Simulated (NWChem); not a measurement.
# MgF cation; SMILES [F][Mg+]

Results from NWChem. Pople sets run with spherical d functions. The level has its own optimisation; frequencies are unscaled.

Task: Estimate the computed values for Hartree-Fock/6-31G*. Quantities: r F–Mg (Å); highest harmonic frequency (cm⁻¹); zero-point energy (kcal/mol).

Result: The r F–Mg (Å) is 1.681. The highest harmonic frequency (cm⁻¹) is 888 and the zero-point energy (kcal/mol) is 1.3.
